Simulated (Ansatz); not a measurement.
`C=[C](N)[GaH2]` + H₂O → `C=[C](O)[GaH2]` + NH₃ at 500 K and 1 bar (formal hydrolysis of a C–N bond).

Gas-phase electronic energies from Ansatz, PBE0-D4/def2-TZVP geometries. CCSD(T)/CBS adds triple-zeta CCSD(T) − MP2 to the extrapolated MP2 energy (def2 sets, frozen cores). This one scheme is used for every species. For Ga outer-core shells are correlated without core-valence functions, which leaves a few kJ/mol of doubt a bond. Scalar relativity is left out up to krypton. One conformer a species, not always the lowest.

```csv
species,CCSD(T)/CBS energy (Eh),H − E (kJ/mol),S (J/(mol·K))
`C=[C](N)[GaH2]`,-2058.31399,232.2,386.7
H₂O,-76.37941,73.2,206.3
`C=[C](O)[GaH2]`,-2078.17681,197.8,379.1
NH₃,-56.50880,108.2,211.8
```

H − E and S are ideal-gas, rigid-rotor, harmonic terms from PBE0-D4/def2-TZVP, for one conformer and one mirror image of each species. 1 Eh = 2625.50 kJ/mol, R = 8.31446 J/(mol·K).

**Question.** By hand: ΔE, ΔH, ΔS and ΔG.

**Answer.** ΔE = (-2078.17681) + (-56.50880) − (-2058.31399) − (-76.37941) = 0.00779 Eh = 20.5 kJ/mol. Δ(H − E) = 197.8 + 108.2 − 232.2 − 73.2 = 0.6, so ΔH = 21.1 kJ/mol. ΔS = 379.1 + 211.8 − 386.7 − 206.3 = -2.1 J/(mol·K). ΔG = 21.1 − 500 × (-2.1)/1000 = 22.2 kJ/mol.

**Question.** By hand: the equilibrium constant, and the temperature at which ΔG would vanish if ΔH and ΔS stayed fixed.

**Answer.** log₁₀ K = −ΔG/(RT ln 10) = -2.3. ΔH and −TΔS have one sign here, so there is no such temperature. One of them is within its doubt of zero, so this could turn.

The number of gas molecules stays the same, so ΔS is small and ΔH decides. A doubt of 5 kJ/mol in ΔE shifts log₁₀ K by 0.5 here. Other conformers and mirror images would add mixing entropy, several J/(mol·K) or more a flexible species. These are equilibria of isolated gas molecules and say nothing of rates. Largest T1 diagnostic: 0.013 (customary marks: 0.02 for closed shells, 0.045 for open ones).
